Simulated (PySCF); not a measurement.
C2H6BF3Si (SMILES CB(C)[Si](F)(F)F), singlet, geometry from GFN2-xTB. Base run: CAMB3LYP/6-31G, polarisability in PySCF.

Input for PySCF:
```python
from pyscf import gto, scf, dft
from pyscf.prop import polarizability

mol = gto.Mole()
mol.atom = '''
    Si    0.60222813   -0.17554100    0.06058487
    F     1.24204822   -0.01142700    1.52112397
    F     0.96156049   -1.70322032   -0.26230577
    F     1.68713652    0.58650342   -0.83912986
    B    -1.25408930    0.36369051   -0.13868610
    C    -2.40665425   -0.66553813    0.14944709
    C    -1.60704639    1.83104571   -0.57698230
    H    -2.24245110   -1.23985810    1.06043360
    H    -2.41549610   -1.40755335   -0.65193813
    H    -3.40290725   -0.23207562    0.19395815
    H    -2.63854799    1.97500565   -0.89010010
    H    -1.44292404    2.48932034    0.27949833
    H    -0.95292398    2.21453225   -1.35859318
'''
mol.basis = '6-31g'
mol.verbose = 4
mol.build()

mf = dft.RKS(mol)
mf.xc = 'camb3lyp'
mf.kernel()
alpha = mf.Polarizability().polarizability()[2, 2]
print('alpha_zz =', alpha)
```

Variants of this job, named by their change:

```csv
change,alpha_zz (bohr³),basis functions,core-seconds (rough)
base,40.22,79,100
finite field (a.u.) = 0.05; conv_tol = 1e-11,40.41,79,100
finite field (a.u.) = 0.005; conv_tol = 1e-11,40.22,79,100
basis = cc-pVDZ,43.51,132,200
basis = STO-3G,23.86,45,20
finite field (a.u.) = 2e-4; conv_tol = 1e-11,40.22,79,100
"functional = lda,vwn",42.68,79,20
functional = hf,37.78,79,5
basis = def2-SVP,42.87,132,200
finite field (a.u.) = 0.001; conv_tol = 1e-11,40.22,79,100
```

Finite-field rows take the second difference of the energy in a field along z; a small field with loose convergence shows SCF noise divided by the square of the field, and a large one adds hyperpolarisability.
